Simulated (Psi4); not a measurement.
C₅H₆, charge -1, doublet, geometry from GFN2-xTB (a state made from the parent by changing its charge; the spin is typed, not shown lowest) (a gas-phase anion, which may not be bound at this level); CISD/cc-pVDZ (Psi4).

The Psi4 input:
```
memory 2 GB

molecule {
-1 2
C    -0.99014642    0.71710802   -0.17986626
C     0.33325385    1.14420027   -0.13835265
C     1.22935694   -0.03000820    0.09982160
C     0.25072853   -1.15845509    0.18577098
C    -1.03977176   -0.66755839    0.01504051
H    -1.85023973    1.36126805   -0.33915678
H     0.69733873    2.15759310   -0.25553311
H     1.85993624    0.07802093    1.02783976
H     1.99532939   -0.17212670   -0.71479905
H     0.54160206   -2.18783524    0.35613290
H    -1.94449352   -1.26863986    0.03103119
}

set {
  basis cc-pvdz
  reference uhf
}

energy('cisd')
print_variables()
```

**Question.** Predict the main parts of the log of this Psi4 run.

**Answer.** 
```
Traceback (most recent call last):
  File "psi4", line 375, in <module>
  File "<string>", line 32, in <module>
  File "site-packages/psi4/driver/driver.py", line 461, in energy
  File "site-packages/psi4/driver/task_planner.py", line 255, in task_planner
  File "site-packages/psi4/driver/driver_util.py", line 222, in negotiate_derivative_type
  File "site-packages/psi4/driver/driver_util.py", line 355, in highest_analytic_derivative_available

psi4.driver.p4util.exceptions.MissingMethodError: Method=cisd is not available for any derivative level under conditions CI_TYPE=CONV, REFERENCE=UHF, FREEZE_CORE=FALSE, QC_MODULE=(auto). See https://psicode.org/psi4manual/master/introduction.html#ss-cisd. Or did you mean? ccd ccsd cisdt cisdtq qcisd lccsd ci2 ci3 ci4 ci5 ci6 ci7 ci8 ci9 ci10 ci11 ci12 ci13 ci14 ci15 ci16 ci17 ci18 ci19 ci20 ci21 ci22 ci23 ci24 ci25 ci26 ci27 ci28 ci29 ci30 ci31 ci32 ci33 ci34 ci35 ci36 ci37 ci38 ci39 ci40 ci41 ci42 ci43 ci44 ci45 ci46 ci47 ci48 ci49 ci50 ci51 ci52 ci53 ci54 ci55 ci56 ci57 ci58 ci59 ci60 ci61 ci62 ci63 ci64 ci65 ci66 ci67 ci68 ci69 ci70 ci71 ci72 ci73 ci74 ci75 ci76 ci77 ci78 ci79 ci80 ci81 ci82 ci83 ci84 ci85 ci86 ci87 ci88 ci89 ci90 ci91 ci92 ci93 ci94 ci95 ci96 ci97 ci98

Printing out the relevant lines from the Psithon --> Python processed input file:
    H    -1.94449352   -1.26863986    0.03103119
    """)
    core.IO.set_default_namespace("")
    core.set_global_option("BASIS", "cc-pvdz")
    core.set_global_option("REFERENCE", "uhf")
--> energy('cisd')
    print_variables()

!----------------------------------------------------------------------------------!
!                                                                                  !
!  Method=cisd is not available for any derivative level under conditions          !
!     CI_TYPE=CONV, REFERENCE=UHF, FREEZE_CORE=FALSE, QC_MODULE=(auto). See        !
!     https://psicode.org/psi4manual/master/introduction.html#ss-cisd. Or did you  !
!     mean? ccd ccsd cisdt cisdtq qcisd lccsd ci2 ci3 ci4 ci5 ci6 ci7 ci8 ci9 ci10 !
!     ci11 ci12 ci13 ci14 ci15 ci16 ci17 ci18 ci19 ci20 ci21 ci22 ci23 ci24 ci25   !
!     ci26 ci27 ci28 ci29 ci30 ci31 ci32 ci33 ci34 ci35 ci36 ci37 ci38 ci39 ci40   !
!     ci41 ci42 ci43 ci44 ci45 ci46 ci47 ci48 ci49 ci50 ci51 ci52 ci53 ci54 ci55   !
!     ci56 ci57 ci58 ci59 ci60 ci61 ci62 ci63 ci64 ci65 ci66 ci67 ci68 ci69 ci70   !
!     ci71 ci72 ci73 ci74 ci75 ci76 ci77 ci78 ci79 ci80 ci81 ci82 ci83 ci84 ci85   !
!     ci86 ci87 ci88 ci89 ci90 ci91 ci92 ci93 ci94 ci95 ci96 ci97 ci98             !
!                                                                                  !
!----------------------------------------------------------------------------------!
```

The input was rejected before any calculation.
